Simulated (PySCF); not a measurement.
A run for PySCF: R-B3LYP/6-31G* on BH4P (SMILES BP), a point of a torsion scan.

```python
from pyscf import gto, scf, dft, mp
from pyscf.data.elements import chemcore

mol = gto.M(
    atom='''
    B    -0.87655753    0.02996275    0.02001073
    P     0.90110800    0.12052783   -0.48138423
    H    -1.60302979    0.88115119   -0.31891955
    H    -1.33128205   -0.99766938    0.34604053
    H     1.45097086   -1.00906368    0.09350727
    H     1.45307165    1.05794416    0.35999776
    ''',
    basis='6-31g*',
    cart=True,
    charge=0, spin=0, verbose=3, max_memory=1800)
mf = dft.RKS(mol, xc='b3lyp')
mf.conv_tol = 1e-8
mf.max_cycle = 100
mf.kernel()
if not mf.converged:
    mf = mf.newton().run(mf.mo_coeff, mf.mo_occ)
```

### Question
What total energy does the run end on?

### Answer
-368.5738 hartree.
